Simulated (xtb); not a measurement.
xtb input (GFN1-xTB):

```bash
xtb mol.xyz --gfn 1 --sp --chrg -1 --uhf 0
```
mol.xyz:
```
10

C      2.69632648     0.26520326    -0.05900142
C      1.36091892     0.01069484    -0.07398109
O      0.73475703    -1.07212980    -0.42678999
O      0.44736945     0.96162751     0.31953620
Ge    -1.09693347    -0.03594937     0.04982245
H      3.39216728    -0.49866397    -0.37293410
H      3.06621787     1.22645770     0.26483121
H     -1.48024808    -1.17765674     1.03339185
H     -1.61878799    -0.30813672    -1.38941919
H     -2.05796226     1.13700923     0.52573732
```

Output:

```
           -------------------------------------------------
          |                Calculation Setup                |
           -------------------------------------------------

molecular fragmentation (1/2 indicates fragments):
1111111112
# atoms in fragment 1/2:     9     1
 fragment masses (1/2) :      132.68        1.01
CMA distance (Bohr)    :   4.461
constraining FC (au)   :  0.0500

           -------------------------------------------------
          |                 G F N 1 - x T B                 |
           -------------------------------------------------

        Reference                      10.1021/acs.jctc.7b00118
      * Hamiltonian:
        H0-scaling (s, p, d)           1.850000    2.250000    2.000000
        zeta-weighting                 0.000000
      * Dispersion:
        s8                             2.400000
        a1                             0.630000
        a2                             5.000000
        s9                             0.000000
      * Repulsion:
        kExp                           1.500000
        rExp                           1.000000
      * Coulomb:
        alpha                          2.000000
        third order                    atomic
        anisotropic                    false
      * Halogen bond correction:
        rad-scale                      1.300000
        damping                        0.440000

          ...................................................
          :                      SETUP                      :
          :.................................................:
          :  # basis functions                  36          :
          :  # atomic orbitals                  35          :
          :  # shells                           21          :
          :  # electrons                        30          :
          :  # halogen bonds                     0          :
          :  max. iterations                   250          :
          :  Hamiltonian                  GFN1-xTB          :
          :  restarted?                      false          :
          :  GBSA solvation                  false          :
          :  PC potential                    false          :
          :  electronic temp.          300.0000000     K    :
          :  accuracy                    1.0000000          :
          :  -> integral cutoff          0.2500000E+02      :
          :  -> integral neglect         0.1000000E-07      :
          :  -> SCF convergence          0.1000000E-05 Eh   :
          :  -> wf. convergence          0.2000000E-04 e    :
          :  Broyden damping             0.4000000          :
          :  net charge                         -1          :
          :  unpaired electrons                  0          :
          ...................................................

 iter      E             dE          RMSdq      gap      omega  full diag
   1    -18.0758049 -0.180758E+02  0.846E+00    6.19       0.0  T
   2    -18.2303869 -0.154582E+00  0.487E+00    2.79       1.0  T
   3    -18.2096833  0.207036E-01  0.330E+00    5.33       1.0  T
   4    -18.3422349 -0.132552E+00  0.760E-01    4.64       1.0  T
   5    -18.3479134 -0.567847E-02  0.183E-01    4.95       1.0  T
   6    -18.3480355 -0.122124E-03  0.426E-02    4.81       1.0  T
   7    -18.3480446 -0.907019E-05  0.285E-02    4.85       1.1  T
   8    -18.3480565 -0.118988E-04  0.768E-03    4.84       4.1  T
   9    -18.3480566 -0.976128E-07  0.398E-03    4.83       8.0  T
  10    -18.3480569 -0.336246E-06  0.548E-04    4.83      57.7  T
  11    -18.3480569 -0.622052E-08  0.505E-05    4.83     625.7  T
  12    -18.3480569  0.729727E-11  0.390E-05    4.83     809.8  T

   *** convergence criteria satisfied after 12 iterations ***

         #    Occupation            Energy/Eh            Energy/eV
      -------------------------------------------------------------
         1        2.0000           -0.5752801             -15.6542
       ...           ...                  ...                  ...
         9        2.0000           -0.3141479              -8.5484
        10        2.0000           -0.2997764              -8.1573
        11        2.0000           -0.2973730              -8.0919
        12        2.0000           -0.2908561              -7.9146
        13        2.0000           -0.2876722              -7.8280
        14        2.0000           -0.2410925              -6.5605
        15        2.0000           -0.1852768              -5.0416 (HOMO)
        16                         -0.0076628              -0.2085 (LUMO)
        17                         -0.0053148              -0.1446
        18                          0.0090082               0.2451
        19                          0.0395927               1.0774
        20                          0.0462361               1.2581
       ...                                ...                  ...
        35                          0.7911061              21.5271
      -------------------------------------------------------------
                  HL-Gap            0.1776140 Eh            4.8331 eV
             Fermi-level           -0.0964698 Eh           -2.6251 eV

 SCC (total)                   0 d,  0 h,  0 min,  0.009 sec
 SCC setup                      ...        0 min,  0.000 sec (  0.972%)
 Dispersion                     ...        0 min,  0.000 sec (  0.466%)
 classical contributions        ...        0 min,  0.000 sec (  0.188%)
 integral evaluation            ...        0 min,  0.002 sec ( 20.620%)
 iterations                     ...        0 min,  0.004 sec ( 42.753%)
 molecular gradient             ...        0 min,  0.003 sec ( 34.101%)
 printout                       ...        0 min,  0.000 sec (  0.804%)

         :::::::::::::::::::::::::::::::::::::::::::::::::::::
         ::                     SUMMARY                     ::
         :::::::::::::::::::::::::::::::::::::::::::::::::::::
         :: total energy             -18.230049990547 Eh    ::
         :: gradient norm              0.051639507520 Eh/a0 ::
         :: HOMO-LUMO gap              4.833123717930 eV    ::
         ::.................................................::
         :: SCC energy               -18.348056915734 Eh    ::
         :: -> electrostatic           0.212704529245 Eh    ::
         :: repulsion energy           0.120898076364 Eh    ::
         :: dispersion energy         -0.002891151177 Eh    ::
         :: halogen bond corr.         0.000000000000 Eh    ::
         :: add. restraining           0.000000000000 Eh    ::
         :: total charge              -1.000000000000 e     ::
         :::::::::::::::::::::::::::::::::::::::::::::::::::::

           -------------------------------------------------
          |                Property Printout                |
           -------------------------------------------------

    * Orbital Energies and Occupations

         #    Occupation            Energy/Eh            Energy/eV
      -------------------------------------------------------------
         1        2.0000           -0.5752801             -15.6542
       ...           ...                  ...                  ...
         3        2.0000           -0.4686322             -12.7521
         4        2.0000           -0.4291009             -11.6764
         5        2.0000           -0.4089671             -11.1286
         6        2.0000           -0.3824713             -10.4076
         7        2.0000           -0.3771891             -10.2638
         8        2.0000           -0.3544781              -9.6458
         9        2.0000           -0.3141479              -8.5484
        10        2.0000           -0.2997764              -8.1573
Note: The following floating-point exceptions are signalling: IEEE_DENORMAL
normal termination of xtb
        11        2.0000           -0.2973730              -8.0919
        12        2.0000           -0.2908561              -7.9146
        13        2.0000           -0.2876722              -7.8280
        14        2.0000           -0.2410925              -6.5605
        15        2.0000           -0.1852768              -5.0416 (HOMO)
        16                         -0.0076628              -0.2085 (LUMO)
        17                         -0.0053148              -0.1446
        18                          0.0090082               0.2451
        19                          0.0395927               1.0774
        20                          0.0462361               1.2581
        21                          0.0806766               2.1953
        22                          0.0851676               2.3175
        23                          0.0955276               2.5994
        24                          0.1033765               2.8130
        25                          0.1120686               3.0495
        26                          0.1273390               3.4651
       ...                                ...                  ...
        35                          0.7911061              21.5271
      -------------------------------------------------------------
                  HL-Gap            0.1776140 Eh            4.8331 eV
             Fermi-level           -0.0964698 Eh           -2.6251 eV

  Mulliken/CM5 charges         n(s)   n(p)   n(d)
     1C    -0.36175 -0.45574   1.002  3.360  0.000
     2C     0.50736  0.55595   0.973  2.519  0.000
     3O    -0.60533 -0.65552   1.727  4.879  0.000
     4O    -0.51253 -0.57113   1.741  4.772  0.000
     5Ge    0.28710  0.15426   1.275  1.938  0.500
     6H     0.00012  0.05552   1.000  0.000  0.000
     7H     0.00076  0.05667   0.999  0.000  0.000
     8H    -0.08456 -0.02442   1.085  0.000  0.000
     9H    -0.08456 -0.02442   1.085  0.000  0.000
    10H    -0.14661 -0.09116   1.147  0.000  0.000

Wiberg/Mayer (AO) data.
largest (>0.10) Wiberg bond orders for each atom

 ---------------------------------------------------------------------------
     #   Z sym  total        # sym  WBO       # sym  WBO       # sym  WBO
 ---------------------------------------------------------------------------
     1   6 C    3.818 --     2 C    1.640     7 H    0.982     6 H    0.981
                             3 O    0.126
     2   6 C    3.868 --     1 C    1.640     3 O    1.203     4 O    0.994
     3   8 O    2.015 --     2 C    1.203     5 Ge   0.527     1 C    0.126
     4   8 O    2.191 --     2 C    0.994     5 Ge   0.974
     5  32 Ge   4.261 --     4 O    0.974     8 H    0.910     9 H    0.910
                            10 H    0.885     3 O    0.527
     6   1 H    1.009 --     1 C    0.981
     7   1 H    1.008 --     1 C    0.982
     8   1 H    1.004 --     5 Ge   0.910
     9   1 H    1.004 --     5 Ge   0.910
    10   1 H    0.985 --     5 Ge   0.885
 ---------------------------------------------------------------------------

Topologies differ in total number of bonds
Writing topology from bond orders to xtbtopo.mol

 dipole moment from electron density (au)
     X       Y       Z
  -0.9166   0.1276   0.0982  total (Debye):    2.365

           -------------------------------------------------
          | TOTAL ENERGY              -18.230049990547 Eh   |
          | GRADIENT NORM               0.051639507520 Eh/α |
          | HOMO-LUMO GAP               4.833123717930 eV   |
           -------------------------------------------------

------------------------------------------------------------------------
------------------------------------------------------------------------
 total:
 SCF:
```

It need not be the lowest isomer of its formula. Whether it binds its extra electron was not tested at this geometry.
